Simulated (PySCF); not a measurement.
## Working out the ionisation energy of Ga

Ga [Ar] 3d10 4s2 4p1 (2P) → Ga+ [Ar] 3d10 4s2 (1S). Calculation: PySCF 2.14, in aug-cc-pVDZ-DK (6s5p3d, 36 functions); scalar relativity by spin-free X2C-1e. Frozen: [Ar] 3d10. Energies in hartree (1 hartree = 27.21139 eV):

| part | Ga (lower) | Ga+ (upper) |
| --- | --- | --- |
| UHF | -1942.084707 | -1941.881831 |
| MP2 opposite-spin | -0.026841 | -0.023616 |
| MP2 same-spin | -0.002237 | 0.000000 |

Task: What does Hartree-Fock give?

Result: (-1941.881831) − (-1942.084707) = 0.202876 hartree = 5.521 eV.

Task: What do MP2 and SCS-MP2 (6/5 opposite-spin, 1/3 same-spin) give?

Result: The opposite-spin parts differ by 0.088 eV and the same-spin parts by 0.061 eV. MP2: 5.521 + (0.088) + (0.061) = 5.670 eV. SCS-MP2: 5.521 + 1.2 × (0.088) + (0.061)/3 = 5.647 eV.

Measured between the centres of the two terms (NIST): 5.931 eV, so MP2 (valence) is off by -0.261 eV.

A double-zeta basis recovers only part of the correlation energy.

What remains against the reference includes basis incompleteness, the frozen core and correlation beyond second order.
